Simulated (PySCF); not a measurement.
Compound: C6H9NSi.
SMILES: `C#C/C(=N\[SiH3])C1CC1`

A PySCF run (density fitting, gas phase, GFN2-xTB geometry) gave HOMO -5.48 eV, LUMO -2.09 eV, dipole 2.30 D.

Question: Which of these levels was it?
A. OLYP/ANO-RCC-VDZP
B. PBE0/def2-SVPD
C. KT3/STO-3G
D. PBE0/pcSseg-1
E. PBE0/3-21G

Answer: A. It is OLYP/ANO-RCC-VDZP. All candidates on this geometry:

```tsv
level and settings	kind	basis functions	SCF cycles	E (Eh)	HOMO (eV)	LUMO (eV)	dipole (D)
OLYP/ANO-RCC-VDZP	GGA	161	16	-578.0267	-5.48	-2.09	2.30
KT3/STO-3G	GGA	53	16	-578.3113	-2.92	0.60	0.91
PBE0/def2-SVPD	global hybrid	236	15	-577.4311	-7.08	-1.52	2.30
PBE0/3-21G, fitting basis def2-universal-jkfit	global hybrid	94	11	-574.5769	-6.62	-1.03	2.05
PBE0/pcSseg-1	global hybrid	188	15	-577.6697	-7.09	-1.46	2.22
```

The nearest other candidate, by the summed differences of HOMO and LUMO, is PBE0/def2-SVPD: its HOMO differs by -1.60 eV and its LUMO by +0.57 eV. Cycle counts include a coarse-grid stage where the run had one. KT3 was designed for NMR shieldings or shifts; total energies of different functionals aren't comparable. ANO-RCC sets were contracted for a scalar-relativistic Hamiltonian, but ran non-relativistically here.

Shape of the structure used: `[CH:1]#[C:2]/[C:3](=[N:4]\[SiH3:5])[CH:6]1[CH2:7][CH2:8]1`: C2–C3–C6–C7 -34°.
